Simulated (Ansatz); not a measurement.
Geometry optimisation, RKS PBE0-D4/def2-SVP (Ansatz).

The input (input.yaml):

```yaml
crystal:
  periodic: [false, false, false]
  atoms:
    - { symbol: "N", position_ang: [-0.9352, 0.1337, -0.6487] }
    - { symbol: B, position_ang: [0.2402, 0.3196, 0.2232] }
    - { symbol: Se, position_ang: [1.9337, -0.5737, -0.311] }
    - { symbol: H, position_ang: [-1.6654, -0.2206, -0.0711] }
    - { symbol: H, position_ang: [-1.2846, 1.1368, -0.9376] }
    - { symbol: H, position_ang: [0.1879, 0.9719, 1.2188] }
    - { symbol: H, position_ang: [1.5846, -1.8357, 0.4807] }
basis:
  gaussian: { orbitals: def2-SVP }
hamiltonian:
  xc: pbe0
  dispersion: d4
relax:
  f_tol: 0.02
  max_steps: 40
scf:
  lower_state_search: "off"
```

Command:

```bash
$ ansatz run input.yaml --threads 1 --pin off --max-ram 2048MiB --backend cpu --events-out ev --progress --plain --runs-dir out
```

Where does it end, and by what steps?

It converged. After 13 steps the energy has fallen by 1.984 eV; H4 moved furthest, 1.09 Å.

```
step  energy less start (eV)  largest force component (eV/Å)  accepted
   0                  0.0000                           2.790       yes
   1                 -0.1778                           0.791       yes
   2                 -0.2389                           0.594       yes
   3                 -0.3549                           1.607       yes
   4                 -0.5486                           2.518       yes
   5                 -1.1377                           2.211       yes
   6                 -1.5542                           2.086       yes
   7                 -1.7931                           1.580       yes
   8                 -1.9454                           0.435       yes
   9                 -1.9682                           0.247       yes
  10                 -1.9833                           0.043       yes
  11                 -1.9837                           0.020       yes
  12                 -1.9837                           0.027        no
  13                 -1.9837                           0.001       yes
```

```xyz
7
Properties=species:S:1:pos:R:3
N -1.018 0.479 -0.445
B 0.041 -0.033 0.300
Se 1.628 -0.745 -0.595
H -1.848 0.852 -0.003
H -1.044 0.519 -1.456
H -0.015 -0.040 1.504
H 2.318 -1.100 0.650
```

Whether the end is a true minimum wasn't checked by a vibrational analysis.

The run took 17 s on 1 thread of Intel(R) Xeon(R) 6975P-C (Granite Rapids) (shared host), peak memory 0.15 GiB.
